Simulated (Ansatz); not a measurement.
Si4O. Total charge 0; triplet. Geometry PBE0-D4/def2-SVP.

```xyz
5

O    -1.6739   -0.4834    0.3950
Si    1.5333   -0.4941   -0.3015
Si    1.2034    1.8693   -0.3827
Si   -0.4344   -1.6855    0.2033
Si   -0.6285    0.7937    0.0860
```

At PBE0-D4/def2-TZVP a singlet of charge 0 lies 0.91 eV below the triplet, each at its own geometry. The structure comes from a short search, and lower isomers may exist.

**Question.** Estimate the α-spin orbital energies around the gap (eV) in Ansatz with HF/STO-3G, PBE-D4/def2-TZVP, r2SCAN-D4/def2-TZVP, PBE0-D4/def2-TZVP, ωB97X-V/def2-TZVP.

**Answer.** 
```
orbital  HF/STO-3G  PBE-D4/def2-TZVP  r2SCAN-D4/def2-TZVP  PBE0-D4/def2-TZVP  ωB97X-V/def2-TZVP
 HOMO−5      -8.91             -8.79                -9.18             -10.12             -12.52
 HOMO−4      -7.57             -7.83                -8.09              -8.93             -11.10
 HOMO−3      -5.15             -6.18                -6.44              -7.14              -9.22
 HOMO−2      -4.28             -6.01                -6.33              -6.97              -8.87
 HOMO−1      -3.50             -5.65                -5.82              -6.54              -8.51
   HOMO      -2.52             -4.63                -4.92              -5.45              -7.25
   LUMO       5.79             -3.53                -3.44              -2.78              -0.80
 LUMO+1       6.06             -2.54                -2.51              -1.89               0.01
 LUMO+2       6.56             -2.24                -2.16              -1.54               0.42
 LUMO+3       9.08             -1.83                -1.65              -1.11               0.84
 LUMO+4      11.11             -0.83                -0.50              -0.07               1.85
 LUMO+5      13.05             -0.07                 0.24               0.74               2.75
 β HOMO      -2.87             -5.51                -5.69              -6.42              -8.42
 β LUMO       3.88             -4.98                -4.80              -4.26              -2.55
```
